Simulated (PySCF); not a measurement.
Can point charges reproduce the dipole moment of `C#CC#CCCC`?

Coordinates (PBE0-D3(BJ)/def2-SVP, Å) and charges (e) from the PBE0/pcSseg-1 density (PySCF):

```tsv
atom	x	y	z	Mulliken	IAO	Hirshfeld	ESP-fitted
C1	4.379	0.485	-0.316	-0.4097	-0.2094	-0.0901	-0.4677
C2	3.237	0.119	-0.109	+0.2099	-0.0266	-0.0438	+0.1935
C3	1.949	-0.294	0.122	+0.0768	-0.0786	-0.0583	-0.2264
C4	0.808	-0.667	0.333	-0.1055	-0.0015	-0.0053	+0.0589
C5	-0.561	-1.099	0.562	-0.2248	-0.2669	-0.0469	-0.2484
C6	-1.600	-0.321	-0.256	-0.2696	-0.2360	-0.0562	+0.2341
C7	-1.659	1.157	0.088	-0.2915	-0.4121	-0.1152	-0.3549
H8	5.388	0.806	-0.496	+0.0791	+0.2078	+0.0993	+0.3232
H9	-0.788	-1.002	1.639	+0.1526	+0.1617	+0.0560	+0.1237
H10	-0.633	-2.176	0.332	+0.1588	+0.1675	+0.0589	+0.1077
H11	-1.376	-0.451	-1.328	+0.1311	+0.1387	+0.0402	0.0000
H12	-2.583	-0.790	-0.085	+0.1238	+0.1353	+0.0424	-0.0202
H13	-2.405	1.679	-0.530	+0.1229	+0.1422	+0.0435	+0.0832
H14	-1.932	1.312	1.144	+0.1114	+0.1333	+0.0385	+0.0899
H15	-0.685	1.643	-0.079	+0.1347	+0.1445	+0.0367	+0.1035
```

Problem. Form Σ q r in debye for every column and set it beside the full dipole.

Solution. The full density gives (-1.32, -0.21, 0.07) D, 1.34 D in size; dipole vectors point from the negative to the positive end.

| scheme | μx | μy | μz | size (D) | share of the full size (%) | angle to the full dipole (°) |
| --- | --- | --- | --- | --- | --- | --- |
| Mulliken | -4.36 | -0.71 | 0.62 | 4.46 | 332 | 5 |
| IAO | -1.44 | -0.32 | 0.10 | 1.47 | 110 | 3 |
| Hirshfeld | -1.26 | -0.31 | 0.12 | 1.30 | 97 | 5 |
| ESP-fitted | -1.34 | -0.21 | 0.09 | 1.36 | 101 | 1 |

Problem. Which set comes closest?

Solution. Length of the difference vector: ESP-fitted 0.02 D, Hirshfeld 0.13 D, IAO 0.16 D, Mulliken 3.12 D. Closest: ESP-fitted. The schemes that divide the density aren't constrained to reproduce the dipole.

Problem. What is left for the Hirshfeld atoms' own dipoles?

Solution. The Hirshfeld atoms' densities add up to the full density, so μ = Σ q r + Σ (atomic dipoles). The atomic dipoles sum to (-1.32, -0.21, 0.07) − (-1.26, -0.31, 0.12) = (-0.06, 0.10, -0.05) D, 0.13 D in size.

Problem. With the origin at the mean of the coordinates, (0.103, 0.027, 0.068) Å, which are the largest single terms, by size, of the ESP-fitted dipole along the direction of the full one?

Solution. C1 +9.68, H8 -8.33, C2 -2.89, C7 -2.66, C6 +1.93 D; all 15 atoms together +1.36 D. The single terms depend on the origin, their sum doesn't.

Problem. Give the size of the full dipole in other units.

Solution. 1.34 D = 0.528 au = 0.279 e·Å = 4.47 × 10⁻³⁰ C·m.

Geometry: PBE0-D3(BJ)/def2-SVP, one conformer, isolated molecule.

The values belong to the conformer `[CH:1]#[C:2][C:3]#[C:4][CH2:5][CH2:6][CH3:7]`: C4–C5–C6–C7 -63°.
